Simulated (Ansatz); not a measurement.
Two members of one family (Series PbX4), computed with Ansatz in the gas phase; def2 core potentials for Pb, no spin–orbit coupling. Binding counts from free atoms in the multiplicity of their measured ground term, without zero-point energy. A dash marks a value that wasn't run or was left out as unsound. The structures are stationary points that may keep the symmetry of their start. Remarks come from the PBE and PBE0 runs and from stability tests at other levels; not every state was tested. HOMO above LUMO (over both spins in singlets and doublets, within one spin in higher multiplets; at PBE or PBE0), or a gap under 0.15 eV within one spin, warns that the state may not be the lowest or that an electron is smeared out.

First: PbF4 (singlet, charge 0, PBE-D4/def2-SVP geometry).

```xyz
5

Pb    0.000    0.000    0.000
F    -1.566    1.295   -0.158
F     1.108    0.471    1.645
F     1.166    0.137   -1.666
F    -0.708   -1.903    0.179
```

```json
{"level": "PBE-D4/def2-SVP", "HOMO (eV)": "-9.48", "LUMO (eV)": "-6.47", "gap (eV)": "3.01", "vertical IE (eV)": "–", "vertical triplet (eV)": "–", "binding per atom (eV)": "3.06"}
{"level": "r2SCAN-D4/def2-TZVP", "HOMO (eV)": "-10.60", "LUMO (eV)": "-6.91", "gap (eV)": "3.69", "vertical IE (eV)": "13.74", "vertical triplet (eV)": "3.19", "binding per atom (eV)": "2.91"}
{"level": "PBE0-D4/def2-SVP", "HOMO (eV)": "-11.77", "LUMO (eV)": "-5.87", "gap (eV)": "5.90", "vertical IE (eV)": "–", "vertical triplet (eV)": "–", "binding per atom (eV)": "2.67"}
{"level": "PBE0-D4/def2-TZVP", "HOMO (eV)": "-12.14", "LUMO (eV)": "-6.18", "gap (eV)": "5.96", "vertical IE (eV)": "14.32", "vertical triplet (eV)": "3.58", "binding per atom (eV)": "2.76"}
{"level": "LC-ωPBE/def2-TZVP", "HOMO (eV)": "-14.94", "LUMO (eV)": "-3.93", "gap (eV)": "11.01", "vertical IE (eV)": "–", "vertical triplet (eV)": "–", "binding per atom (eV)": "2.85"}
```

Remarks: gap within one spin near zero at PBE or PBE0 (+1 doublet), gap within one spin near zero at PBE or PBE0 (triplet).

Second: PbCl4 (singlet, charge 0, PBE-D4/def2-SVP geometry).

```xyz
5

Pb    0.000    0.000    0.000
Cl    1.780    0.368   -1.638
Cl   -1.725   -1.434   -0.978
Cl   -0.987    2.148    0.629
Cl    0.931   -1.083    1.987
```

Q: Estimate the same table for the second.

A: 
| level | HOMO (eV) | LUMO (eV) | gap (eV) | vertical IE (eV) | vertical triplet (eV) | binding per atom (eV) |
| --- | --- | --- | --- | --- | --- | --- |
| PBE-D4/def2-SVP | -8.04 | -5.82 | 2.22 | – | – | 2.42 |
| r2SCAN-D4/def2-TZVP | -8.70 | -6.06 | 2.65 | 11.15 | 2.46 | 2.35 |
| PBE0-D4/def2-SVP | -9.59 | -5.27 | 4.32 | – | – | 2.27 |
| PBE0-D4/def2-TZVP | -9.78 | -5.38 | 4.40 | 11.57 | 2.85 | 2.30 |
| LC-ωPBE/def2-TZVP | -12.66 | -3.45 | 9.21 | – | – | 2.14 |

Remarks: gap within one spin near zero at PBE or PBE0 (+1 doublet), gap within one spin near zero at PBE or PBE0 (triplet).
